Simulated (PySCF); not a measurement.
# Static response to an electric field

C5H9OP.
SMILES with atom numbers: `[CH3:1]/[CH:2]=[CH:3]\[P:4]1(=[O:5])[CH2:6][CH2:7]1` (hydrogens: H8, H9, H10 on C1; H11 on C2; H12 on C3; H13, H14 on C6; H15, H16 on C7)

Structure used (GFN2-xTB), in Å, numbered top down from 1:
```xyz
16
C5H9OP angstrom
C     -2.1812    0.6207    0.4326
C     -1.7832   -0.7499    0.0271
C     -0.5891   -1.0551   -0.4593
P      0.6550    0.2293   -0.7415
O      0.4052    1.2533   -1.7679
C      1.6766    0.5410    0.7192
C      2.3135   -0.3831   -0.3694
H     -2.4828    0.6345    1.4801
H     -3.0316    0.9556   -0.1610
H     -1.3512    1.3114    0.2824
H     -2.5297   -1.5260    0.1539
H     -0.3184   -2.0618   -0.7409
H      2.1174    1.5242    0.8149
H      1.4654    0.0729    1.6690
H      2.4888   -1.4059   -0.0697
H      3.1379    0.0478   -0.9217
```

Level: CAM-B3LYP/def2-SVPD (PySCF), static field, nuclei fixed, core orbitals frozen in the response. The polarisability tensor in these axes (au):

```
x   104.19  -1.22  -3.02
y    -1.22  74.57   0.23
z    -3.02   0.23  72.78
```

Task: Diagonalise the tensor; give its mean and Δα, where Δα² is half the sum of the squared differences of the eigenvalues.

Result: Principal values 72.49, 74.53 and 104.53 au; mean 83.85 au = 12.43 Å³ = 13.82 × 10⁻⁴⁰ C²·m²/J; Δα = 31.07 au (37 % of the mean).

Task: What is the dipole moment, and where does it point?

Result: (-0.57, -2.73, 3.30) D, 4.33 D in size, pointing from the negative to the positive side. Measured along this direction, the outermost atoms are O5 at the negative end and H11 at the positive end.

Task: Refractivity n − 1 of an ideal gas of it at 273.15 K and 1 atm, from the electronic α?

Result: N = p/kT = 2.6868 × 10¹⁹ cm⁻³, so n − 1 = 2π × N × 12.43 × 10⁻²⁴ cm³ = 2098 × 10⁻⁶ at long wavelengths, for an ideal gas.

Task: What depolarisation ratio follows for Rayleigh scattering of linearly polarised light, taking the static tensor?

Result: ρ = 3Δα²/(45ᾱ² + 4Δα²) = 2896.1/(316378 + 3861.4) = 0.00904.

Task: In TDDFT the mean static polarisability is Σ f/ω² over all singlet excitations (ω in hartree). How much of it do the 8 lowest give? Their energies (eV) and oscillator strengths: 5.47, 0.0169; 6.05, 0.0223; 6.67, 0.0339; 6.92, 0.3631; 7.31, 0.0306; 7.39, 0.0019; 7.42, 0.0175; 7.55, 0.0137.

Result: They add up to 7.90 au, 9.4 % of the 83.85 au; the largest single term is 5.61 au, from the state at 6.92 eV. Terms in order: 0.42, 0.45, 0.56, 5.61, 0.42, 0.03, 0.23, 0.18 au. Higher excitations give the rest. The strengths listed sum to 0.500.

Geometry: GFN2-xTB, one conformer, isolated molecule.
